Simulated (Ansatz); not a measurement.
Hg₅O₅⁻, relaxed as a doublet with UKS r2SCAN-D4/def2-SVP in Ansatz, starting from the GFN1-xTB geometry. Force threshold 0.03 eV/Å.

In the def2 sets Hg takes a core potential; there is no spin–orbit coupling. The structure holds 2 bonds between oxygen atoms, so isomers without such links may lie far lower. The structure comes from a short search, and lower isomers may exist.

Start:

Cartesian coordinates in Å:
```
Hg -3.5394 -1.8689 -0.9712
Hg 3.3300 -2.5331 -0.8125
Hg -4.0435 0.7558 -0.0361
Hg -0.9076 -1.6242 -0.9053
Hg 0.5509 0.4773 0.2149
O 1.6312 2.3132 -0.0025
O 1.0615 -1.4358 -0.5964
O 1.4245 1.3405 1.9739
O 1.9369 2.3692 1.2959
O -1.4444 0.2060 -0.1607
```

(1) Estimate the energy that the relaxation releases and the steps that it takes.

(2) Does the start keep its bonding?

(3) Predict the relaxed structure.

Results:

(1) 36.4 kcal/mol, in 45 steps; 16 min on 4 threads of Arm Neoverse V2 on a shared host. The force fell under the threshold at step 38, but the optimiser went on. No frequencies were taken in this run, so the end may be a saddle point.

(2) Bonds lost: Hg1–Hg3, Hg5–O7, Hg5–O8 (atoms count from 1). Bonds formed: Hg2–O7 (atoms count from 1).

(3) 
Cartesian coordinates in Å:
```
Hg -3.906 -2.285 -1.484
Hg 3.123 -1.499 -0.902
Hg -4.036 0.587 0.261
Hg -1.100 -1.786 -1.141
Hg 0.281 0.599 0.350
O 2.316 0.998 0.613
O 0.946 -1.668 -1.041
O 1.473 2.723 1.853
O 2.539 2.165 1.441
O -1.635 0.166 0.049
```
Bond lengths (bridged metal pairs left out): 5 × Hg–O 1.99 to 2.35 Å; 2 × O–O 1.27 to 1.45 Å; 1 × Hg–Hg 2.87 Å.
